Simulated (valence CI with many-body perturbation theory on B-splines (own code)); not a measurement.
## Se II: calculated level list

Calculated by relativistic CI+MBPT: five valence electrons over a frozen Dirac-Fock core [Ar] 3d10, radial functions for each j: 9 s, 9 p, 8 d, 6 f, 3 g, 1 h, with the one-electron correlation potential Σ1 (screened to all orders), the two-electron term Σ2, the three-electron term Σ3, Breit, model QED; selected single and double excitations, second order for the rest, scaled by the run's own slope (own B-spline code, finite nucleus).

Set against measurement, 14 paired levels are off by 171 cm⁻¹ on average, the worst by 343. These come from a selection out of the NIST Handbook of Basic Atomic Spectroscopic Data. Levels without a partner in it may be off by more. Among the levels kept, up to 1500 cm⁻¹ of a level comes from second order outside the variational space, and about a tenth of that is noise between levels of different J, which matters for small intervals.

Levels 46 to 51 of 51, with energies above the lowest level, 4s²4p³ ⁴S°_3/2. "Leading %" is the weight of the configuration and term that name the level; weights of strongly mixed levels are sums over their largest components and can fall short. In the jj column 3d3/2^4 stands for four electrons in 3d with j = 3/2. Lifetimes count E1, E2, E3, M1 and M2 decay at the calculated energies, and are blank where another channel may lead or the interval is too uncertain; long ones can be off by a factor of two.

| No. | Configuration | Term | J | E (cm⁻¹) | Leading % | g | Leading jj | Lifetime |
| --- | --- | --- | --- | --- | --- | --- | --- | --- |
| 46 | 4s²4p²4d | ⁴P | 1/2 | 120593 | 74 | 2.624 | 4s^2 4p3/2^2 4d3/2 (38 %) | 132 ps |
| 47 | 4s²4p²5p | ²P° | 1/2 | 121064 | 84 | 0.734 | 4s^2 4p1/2 4p3/2 5p3/2 (42 %) | 9.69 ns |
| 48 | 4s²4p²5p | ²P° | 3/2 | 121182 | 84 | 1.306 | 4s^2 4p1/2 4p3/2 5p3/2 (48 %) | 9.40 ns |
| 49 | 4s²4p²4d | ²D | 3/2 | 121705 | 83 | 0.810 | 4s^2 4p1/2 4p3/2 4d5/2 (54 %) | 383 ps |
| 50 | 4s²4p²4d | ²D | 5/2 | 122716 | 68 | 1.146 | 4s^2 4p1/2 4p3/2 4d3/2 (40 %) | 243 ps |
| 51 | 4s²4p²5s | ²S | 1/2 | 123741 | 77 | 1.997 | 4s^2 4p3/2^2 5s (61 %) | 500 ps |

Names give the largest LS component (configuration and term), which can be under half, so a name can repeat, a term be missing and a line seem to break the LS rules; names also repeat where a configuration has a term twice.
